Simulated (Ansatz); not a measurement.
The cluster SiGe6 (the lowest singlet isomer of a short search). Charge 0, multiplicity 1. Geometry B3LYP-D4/def2-SVP, basis def2-TZVP, Ansatz.

Cartesian coordinates in Å:
```
Si 0.3845 0.3309 1.1412
Ge -1.3252 -1.5818 0.9569
Ge 2.0970 0.4174 -0.7759
Ge 1.2164 -1.9120 0.1964
Ge -2.0153 0.9518 0.4548
Ge 0.0998 2.1873 -0.6162
Ge -0.4573 -0.3936 -1.3572
```

```csv
run,HOMO (eV),LUMO (eV)
A,-5.86,-3.69
B,-6.39,-3.06
C,-6.14,-3.46
D,-6.56,-3.12
```

The structure comes from a short search, and lower isomers may exist.

Question: The runs used PBE0, r2SCAN, r2SCAN0, r2SCANh. Estimate which is which.

Answer: A r2SCAN (0 % exact exchange); B PBE0 (25 % exact exchange); C r2SCANh (10 % exact exchange); D r2SCAN0 (25 % exact exchange). Exact exchange lowers occupied and raises empty levels; among semilocal functionals meta-GGAs tend to open the gap a little, and such runs are hard to tell apart. The gap grows from 2.17 eV (r2SCAN) to 3.44 eV (r2SCAN0).
